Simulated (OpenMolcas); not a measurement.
Tc4+ among 6 point charges of -1.7 e arranged as a trigonal antiprism (D3d), with a polar angle of 57.5° against the regular 54.74°.

```json
{
  "Program": "OpenMolcas 26.06",
  "Method": "SS-CASPT2, IPEA 0.25 Eh, imaginary shift 0.1 Eh (closed shells correlated: 4s 4p)",
  "Basis": "ANO-RCC-VDZP [6s5p3d1f]",
  "Scalar Hamiltonian": "DKH2, point nucleus",
  "Active space": "3 electrons in 5 orbitals (4d)",
  "State averaging": "2S+1 = 4 even, 10 roots; 2S+1 = 2 even, 40 roots",
  "Spin-orbit coupling": "RASSI with atomic mean-field integrals over the reference wave functions"
}
```

All point charges move together. At R = 2 Å the first state of the same spin is 6860 cm-1, and at R = 2.3 Å it is 3120 cm-1.

Q: A third run gives 4130 cm-1. What distance was it run at?

A: With a power law R^-n the two known points give n = -ln(3120 / 6860) / ln(2.3 / 2) = 5.64. Then R = 2 × (6860 / 4130)^(1/5.64) = 2.188 Å. The run was at 2.19 Å, so the estimate is off by -0.002 Å.

Roots that are degenerate in the reference are averaged as groups; the widest CASPT2 spread within a group is 80 cm-1 (the 2-fold group of multiplicity 4 near 23900 cm-1 above the lowest state of its run, R = 2). Shifts and gaps below about the spread of the groups concerned are not significant. Free-ion shares, where given, are those of the reference states; single-state CASPT2 does not remix them. Point charges carry no covalency, so the field is a model and not that of real ligands. No measured value stands beside these numbers.
